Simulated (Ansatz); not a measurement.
Relaxation of GeH6O2 (9 atoms, charge 0, multiplicity 1), to a largest force component of 0.03 eV/Å in at most 50 steps.

All numbers below come from RHF/def2-SVP in Ansatz 0.2.0.

```xyz
9
Properties=species:S:1:pos:R:3
Ge -0.224 -0.135 -0.048
O -0.109 -0.143 1.716
H -0.603 -0.810 2.164
O 1.384 -0.370 -0.708
H 2.036 -0.751 -0.140
H -0.738 1.202 -0.553
H -1.125 -1.310 -0.451
H 1.319 1.957 0.879
H 1.068 1.725 1.501
```

Where does it end, and by what steps?

The run converged. The force dipped under the threshold on the way, but the program's further checks kept it going. After 27 steps the energy has fallen by 0.270 eV; H8 moved furthest, 1.64 Å.

```json
{"step": "0", "energy less start (eV)": "0.0000", "largest force component (eV/Å)": "1.300", "accepted": "yes"}
{"step": "1", "energy less start (eV)": "-0.1108", "largest force component (eV/Å)": "0.135", "accepted": "yes"}
{"step": "2", "energy less start (eV)": "-0.1559", "largest force component (eV/Å)": "0.119", "accepted": "yes"}
{"step": "3", "energy less start (eV)": "-0.1746", "largest force component (eV/Å)": "0.171", "accepted": "yes"}
{"step": "4", "energy less start (eV)": "-0.1851", "largest force component (eV/Å)": "0.123", "accepted": "yes"}
{"step": "5", "energy less start (eV)": "-0.1895", "largest force component (eV/Å)": "0.197", "accepted": "yes"}
{"step": "6", "energy less start (eV)": "-0.1908", "largest force component (eV/Å)": "0.461", "accepted": "yes"}
{"step": "7", "energy less start (eV)": "-0.1966", "largest force component (eV/Å)": "0.335", "accepted": "yes"}
{"step": "8", "energy less start (eV)": "-0.2255", "largest force component (eV/Å)": "0.152", "accepted": "yes"}
{"step": "9", "energy less start (eV)": "-0.2508", "largest force component (eV/Å)": "0.153", "accepted": "yes"}
{"step": "10", "energy less start (eV)": "-0.2578", "largest force component (eV/Å)": "0.081", "accepted": "yes"}
{"step": "11", "energy less start (eV)": "-0.2599", "largest force component (eV/Å)": "0.134", "accepted": "yes"}
{"step": "12", "energy less start (eV)": "-0.2048", "largest force component (eV/Å)": "1.544", "accepted": "no"}
{"step": "13", "energy less start (eV)": "-0.2630", "largest force component (eV/Å)": "0.091", "accepted": "yes"}
{"step": "14", "energy less start (eV)": "-0.2614", "largest force component (eV/Å)": "0.332", "accepted": "no"}
{"step": "15", "energy less start (eV)": "-0.2642", "largest force component (eV/Å)": "0.029", "accepted": "yes"}
{"step": "16", "energy less start (eV)": "-0.2650", "largest force component (eV/Å)": "0.041", "accepted": "yes"}
{"step": "17", "energy less start (eV)": "-0.2659", "largest force component (eV/Å)": "0.086", "accepted": "yes"}
{"step": "18", "energy less start (eV)": "-0.2665", "largest force component (eV/Å)": "0.152", "accepted": "yes"}
{"step": "19", "energy less start (eV)": "-0.2674", "largest force component (eV/Å)": "0.116", "accepted": "yes"}
{"step": "20", "energy less start (eV)": "-0.2686", "largest force component (eV/Å)": "0.054", "accepted": "yes"}
{"step": "21", "energy less start (eV)": "-0.2693", "largest force component (eV/Å)": "0.053", "accepted": "yes"}
{"step": "22", "energy less start (eV)": "-0.2695", "largest force component (eV/Å)": "0.087", "accepted": "yes"}
{"step": "23", "energy less start (eV)": "-0.2697", "largest force component (eV/Å)": "0.042", "accepted": "yes"}
{"step": "24", "energy less start (eV)": "-0.2699", "largest force component (eV/Å)": "0.006", "accepted": "yes"}
{"step": "25", "energy less start (eV)": "-0.2700", "largest force component (eV/Å)": "0.010", "accepted": "yes"}
{"step": "26", "energy less start (eV)": "-0.2700", "largest force component (eV/Å)": "0.066", "accepted": "yes"}
{"step": "27", "energy less start (eV)": "-0.2702", "largest force component (eV/Å)": "0.017", "accepted": "yes"}
```

```xyz
9
Properties=species:S:1:pos:R:3
Ge -0.459 -0.523 -0.272
O -0.337 0.180 1.339
H -0.095 -0.397 2.047
O 1.118 -1.122 -0.767
H 1.819 -0.493 -0.842
H -0.928 0.620 -1.163
H -1.365 -1.749 -0.271
H 1.901 2.661 2.240
H 1.354 2.188 2.048
```

The run took 50 s on 1 thread of Arm Neoverse V2, on a shared host, peak memory 0.17 GiB.
